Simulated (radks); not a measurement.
Results of a calculation; reference values are marked as such.
Species: the indium ion In2+. Configuration: [Kr] 4d10 5s1.

Level of theory: scalar-relativistic Kohn-Sham, PBE, spin-polarised, spherical densities, point nucleus; open shells are filled with parallel spins first (spin-orbit coupling, left out, can overturn this in heavy ions) (a radial shooting solver on a logarithmic mesh with Libxc functionals).

Energy parts (hartree):
| part | energy |
|---|---|
| total | -5880.74141 |
| kinetic | 6129.66403 |
| electron-nucleus | -14188.50562 |
| Hartree | 2337.16882 |
| exchange-correlation | -159.06864 |

Orbitals (lengths in bohr, moments of r in powers of bohr; <r^-3> diverges for s and p1/2; r(max) is where P^2 peaks):
orbital  occ.  eigenvalue (hartree)   r(max)  <r^-3>      <r>      <r^4>
1s up       1             -1020.624  0.01922       -  0.02971  3.717e-06
1s down     1             -1020.623  0.01922       -  0.02971  3.717e-06
2s up       1             -153.3794   0.1086       -   0.1285  0.0006513
2s down     1             -153.3790   0.1086       -   0.1285  0.0006513
2p up       3             -137.7317  0.08692    4374   0.1122  0.0004679
2p down     3             -137.7312  0.08692    4374   0.1122  0.0004679
3s up       1             -29.64251   0.3155       -   0.3486    0.02950
3s down     1             -29.64138   0.3155       -   0.3486    0.02950
3p up       3             -24.51845   0.3088   800.6   0.3471    0.03133
3p down     3             -24.51731   0.3088   800.7   0.3471    0.03133
3d up       5             -16.56460   0.2583   109.9   0.3244    0.02899
3d down     5             -16.56366   0.2582   109.9   0.3243    0.02899
4s up       1              -5.06146   0.7698       -   0.8483     0.9937
4s down     1              -5.05914   0.7699       -   0.8479     0.9897
4p up       3              -3.53591   0.8162   139.8   0.9221      1.480
4p down     3              -3.53250   0.8162   140.0   0.9208      1.467
4d up       5              -1.34681   0.9313   12.43    1.170      4.974
4d down     5              -1.33639   0.9299   12.59    1.160      4.769
5s up       1              -0.88753    2.045       -    2.336      56.96
5s down     0              -0.84885    2.041       -    2.331      56.39

The highest occupied level is 5s up at -24.151 eV. The density falls to 0.001 e/bohr^3 at r = 3.56 bohr.
